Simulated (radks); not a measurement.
Q: All-electron atom: the chromium ion Cr+ in [Ne] 3s1.75 3p6 3d5 4d0.25 (fractional occupations, a model configuration). All-electron calculation, non-relativistic Kohn-Sham, MS2 meta-GGA, spin-polarised, spherical densities, point nucleus; open shells are filled with parallel spins first; meta-GGA in the generalised Kohn-Sham scheme. Program: a radial shooting solver on a logarithmic mesh with Libxc functionals. Some entries of the table are withheld. Estimate them.

| orbital | occ. | eigenvalue (hartree) | r(max) (bohr) |
|---|---|---|---|
| 1s up | 1 | -215.2504 | 0.04224 |
| 1s down | 1 | -215.2456 | 0.04224 |
| 2s up | 1 | -24.75151 | 0.2454 |
| 2s down | 1 | -24.69730 | 0.2452 |
| 2p up | 3 | -20.97209 | 0.1993 |
| 2p down | 3 | -20.91922 | 0.1991 |
| 3s up | 1 | -3.15621 | 0.7848 |
| 3s down | 0.75 | -2.95277 | 0.7858 |
| 3p up | 3 | -2.09920 | 0.8038 |
| 3p down | 3 | -1.88720 | 0.8051 |
| 3d up | 5 | -0.48586 | (1) |
| 3d down | 0 | -0.27970 | (2) |
| 4d up | 0.25 | -0.10874 | 6.388 |

A: 
(1) 3d up r(max) (bohr): 0.8335
(2) 3d down r(max) (bohr): 0.8472
